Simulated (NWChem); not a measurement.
**Atomisation of C$_{5}$H$_{4}$N**

```
C
C 1 1.3912
N 2 1.3406 1 120.88
C 3 1.2829 2 119.05 1 0.00
C 4 1.3909 3 126.43 2 0.00
H 5 1.0918 4 122.77 3 180.00
H 1 1.0920 2 120.22 3 180.00
H 2 1.0949 3 117.54 4 180.00
C 5 1.3950 6 122.07 4 180.00
H 9 1.0941 5 120.17 6 0.00
```
Charge 0, spin multiplicity 2.

The numbers come from NWChem runs, not from measurements. The geometry was optimised at UPBE0/def2-SVP, a minimum by its harmonic frequencies.

Basis set: def2-SVP. The atomisation energy is electronic alone: no zero-point, thermal, spin-orbit or counterpoise terms. No value is extrapolated to the basis-set limit. Free atoms are single determinants with multiplicities C 3, N 4, H 2.

The structure started from a generated list of species. The unpaired electrons of the parent sit in orbitals of symmetry a' (Cs labels of the run); other states weren't searched. The stability of the SCF solutions was not checked.

### Question
For the atomisation energy, LDA (SVWN5) gives 1339.6 kcal/mol and PBE0 gives 1162.1 kcal/mol. What do M06-2X, PBE, LC-wPBE (omega 0.3 per bohr) give?

### Answer
M06-2X: 1141.9 kcal/mol; PBE: 1193.5 kcal/mol; LC-wPBE (omega 0.3 per bohr): 1167.5 kcal/mol.
